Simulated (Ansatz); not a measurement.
Correlation energies of `CB(Cl)[SeH]` by basis set

```xyz
8

C     0.248    0.144    0.888
B     0.059    0.373   -0.639
Cl    0.660    1.857   -1.375
Se   -0.797   -0.852   -1.860
H     1.315    0.171    1.133
H    -0.209    0.970    1.444
H    -0.168   -0.795    1.255
H    -1.107   -1.868   -0.845
```

The species carries charge 0 and has multiplicity 1. Correlated methods include outer-core shells of Se, which these sets cover unevenly. Scalar relativity is left out up to krypton. Geometry: relaxed with PBE0-D4/def2-TZVP. It is one conformer, not always the lowest. Frozen core, restricted reference, Ansatz.

```tsv
basis	HF (Eh)	MP2 corr.	CCSD corr.	(T)	CCSD(T) total
def2-SVP	-2923.81550	-0.59951	-0.63751	-0.01805	-2924.47106
def2-TZVPP	-2924.33789	?	?	?	?
def2-QZVPP	?	-1.08204	–	–	–
```

Question: Fill in the withheld values. (Estimate.)

Answer: Ansatz gave: def2-TZVPP MP2 corr.: -0.74167; def2-TZVPP CCSD corr.: -0.78083; def2-TZVPP (T): -0.03239; def2-TZVPP CCSD(T) total: -2925.15111; def2-QZVPP HF (Eh): -2924.40057.
